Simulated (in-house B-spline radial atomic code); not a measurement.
The numbers below are computed, except where a source is named.
## Ghost states of the separable form: Zn

Zn, [Ar] 3d10 4s2, non-relativistic LDA (VWN5), spherical and spin-unpolarised, from a B-spline radial code for spherical atoms (atomic units; all potentials screened as in the neutral atom).

Troullier-Martins channels: 4s (ε = -0.2227, r_c = 1.808 bohr), 3d (ε = -0.3989, r_c = 1.48 bohr). In the Kleinman-Bylander form one channel serves as the local potential, and each other channel l becomes |δV u><u δV|/<u|δV|u>, with δV = V_l − V_local and u the pseudo-orbital. Its strength is E_KB = <u|δV²|u>/<u|δV|u>. By the analysis of Gonze, Stumpf and Scheffler a spurious state lies below the reference level ε if E_KB > 0 and ε is above the second level of the local potential alone, or if E_KB < 0 and ε is above its first. The table's levels are those of angular momentum l in a sphere of 9 bohr, whose wall can lift a shallow ε a little above its free-atom value.

```tsv
local	channel	<u δV u>	<u δV² u>	ε	first local level	second local level
s	d	-9.1476	143.5	-0.3989	0.1121	0.3497
d	s	0.22393	1.926	-0.2225	-13.7789	-1.2699
```

Question: Apply the rule to each row.

Answer: Local s, channel d: E_KB = -15.7, so ε = -0.3989 is set against 0.1121: no ghost. Local d, channel s: E_KB = +8.6, so ε = -0.2225 is set against -1.2699: a ghost.

Diagonalising the separable Hamiltonian gives:

```tsv
local	channel	three lowest levels	all-electron, two lowest valence levels
s	d	-0.3989, 0.1206, 0.3811	-0.3989, 0.1193
d	s	-8.4627, -0.2225, 0.0804	-0.2225, 0.0806
```

Question: Which choices of local channel are safe?

Answer: Free of ghosts: s. With d local the s channel has a ghost 8.24 hartree below ε, since the local potential binds more than one state below ε, and a repulsive term of rank one raises each level at most to the next, so it clears only one of them. Among the safe choices the second level, which tests transfer, is off by at most 1.3 millihartree (s local).
